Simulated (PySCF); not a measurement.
C2H7Cl2NSi. Atoms are numbered in the order given.

```xyz
13

C     -2.1299     0.8062     1.2967
C     -1.3246     0.7523    -0.0138
N     -1.8047    -0.1802    -1.0301
Si     0.5010     0.3482     0.3120
Cl     1.6636     0.6532    -1.3745
Cl     0.5819    -1.6666     0.8576
H     -3.1910     1.0601     1.0874
H     -2.1130    -0.1778     1.8108
H     -1.7361     1.5662     2.0044
H     -1.2984     1.7712    -0.4668
H     -2.7765     0.0371    -1.2876
H     -1.8095    -1.1364    -0.6496
H      1.0967     1.1431     1.4334
```
Charge 0, spin multiplicity 1.

Geometry optimised at PBE-D3(BJ)/def2-SVP. The structure was generated by enumeration; whether it is a known compound was not checked. The values are those of a single conformer.

All values below come from SMD-ωB97X/def2-SVP run with PySCF.

Solvation free energies are E(SMD) − E(gas) at the gas-phase geometry, for 1 M in both phases. In vacuum the dipole moment is 3.07 D.

```csv
solvent,ΔG(solv) (kcal/mol),its non-electrostatic (CDS) part,dipole (D)
water,-2.8,3.0,3.97
ethylethanoate,-5.8,-1.4,3.75
dichloromethane,-6.7,-1.8,3.82
```
